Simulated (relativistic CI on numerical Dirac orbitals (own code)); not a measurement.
# Hyperfine structure of Dy41+, mass number 163

Computed by Dirac-Coulomb-Breit CI, KLI orbitals optimised for each configuration, a model potential for QED, unscaled Slater integrals (own radial code, finite nucleus).

Configuration list (outside the closed core [Ne]): 3s2 3p6 3d7, 3s2 3p5 3d8, 3s2 3p4 3d9, 3s 3p6 3d8, 3p6 3d9, 3s 3p5 3d9, 3s2 3p6 3d6 4s, 3s2 3p6 3d6 4p, 3s2 3p4 3d8 4s, 3s2 3p6 3d6 4d, 3s2 3p4 3d8 4p, 3s2 3p5 3d7 4s, 3s2 3p6 3d6 4f, 3s2 3p5 3d7 4p, 3s2 3p6 3d5 4s2, 3s 3p6 3d7 4s. Levels of other configurations are missing.

Nuclear spin I = 5/2, μ = 0.671 μN, Q = 2.65 b (tables of Stone and Pyykkö). The electronic factors are computed for point nuclear moments, without core polarisation or the Bohr-Weisskopf and QED corrections.

| Level | E (cm⁻¹) | A (MHz) | B (MHz) |
| --- | --- | --- | --- |
| 3s2 3p6 3d7 4F_9/2 | 0 | 6976 | 23300 |
| 3s2 3p6 3d7 4F_7/2 | 293423 | 7780 | 38500 |
| 3s2 3p6 3d7 4P_5/2 | 374693 | 3101 | -101000 |
| 3s2 3p6 3d7 4P_1/2 | 387289 | -3311 |  |
| 3s2 3p6 3d7 2H_11/2 | 406972 | 9858 | -222000 |
| 3s2 3p6 3d7 2G_7/2 | 445930 | 10840 | -29900 |
| 3s2 3p6 3d7 2F_5/2 | 487666 | 10880 | 18800 |
| 3s2 3p6 3d7 2D_3/2 | 601989 | 15610 | -130000 |

Levels with J = 0, under 50 % of one LS term, or S terms without an open s electron are left out. Small factors come from cancelling terms and can be off by tens of per cent or more.

At this charge energies of transitions that change n are usually good to better than 1 %, and those within a shell (Δn = 0) to a few per cent.

**Question.** Give the hyperfine levels of 3s2 3p6 3d7 4F_9/2 relative to its centre of gravity.

**Answer.** With K = F(F + 1) − I(I + 1) − J(J + 1), E = AK/2 + B[¾K(K + 1) − I(I + 1)J(J + 1)]/[2I(2I − 1)J(2J − 1)]: F = 2: -85260, F = 3: -71310, F = 4: -50000, F = 5: -19000, F = 6: 24610, F = 7: 84300 MHz.

LS names give the leading component of a level, which can be under half, so a name can repeat, a term be missing and a line seem to break the LS rules.
